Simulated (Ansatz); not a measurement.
Reaction (cleavage of the Al–Zn bond): `[OH][Al]([F])[ZnH]` + NH₃ → `[NH2][Al]([OH])[F]` + `[ZnH2]`

Isolated molecules relaxed with PBE0-D4/def2-TZVP in Ansatz; ΔE leaves out vibrations. CCSD(T)/CBS adds triple-zeta CCSD(T) − MP2 to the extrapolated MP2 energy (def2 sets, frozen cores). This one scheme is used for every species. Functionals use def2-TZVPP. B3LYP here is the variant with VWN-RPA as its local correlation; programs differ in this. HSE06 is defined as in plane-wave codes. For Zn outer-core shells are correlated without core-valence functions, which leaves a few kJ/mol of doubt a bond. Scalar relativity is left out up to krypton. One conformer a species, not always the lowest.

Is it downhill or uphill in electronic energy at CCSD(T)/CBS, and by how much? (An estimate is asked.)

Computed: Downhill: ΔE = -44.1 kJ/mol.

What do these levels give: BLYP-D4, B3LYP-D4, revPBE, PBE0, r2SCANh, HSE06, LC-ωPBE, RPA@PBE/def2-TZVPP, HF/def2-SVP, MP2/def2-SVP, SCS-MP2/def2-TZVPP, MP2/def2-QZVPP? (An estimate is asked.)

Computed: BLYP-D4 -42.0, B3LYP-D4 -44.6, revPBE -26.4, PBE0 -33.8, r2SCANh -48.8, HSE06 -33.9, LC-ωPBE -47.5, RPA@PBE/def2-TZVPP -47.0, HF/def2-SVP -46.0, MP2/def2-SVP -50.6, SCS-MP2/def2-TZVPP -53.4, MP2/def2-QZVPP -52.8 kJ/mol.

Largest T1 diagnostic among the species: 0.016.

Leaving LDA and LC-ωPBE aside and taking each functional with its dispersion term where it has one, the values, not all of them listed here, spread over 20.2 kJ/mol, from CAM-B3LYP-D4 to PBE-D4. LDA lies −10.4 kJ/mol from PBE without D4. From PBE to PBE0 (25 % exact exchange), in def2-TZVPP and without D4, ΔE moves by −5.4 kJ/mol. The D4 term adds −3.1 kJ/mol with B3LYP and −1.5 kJ/mol with PBE0; it sums over pairs of atoms, weighted by their polarisabilities, and B3LYP, whose exchange is more repulsive, gets the larger term.
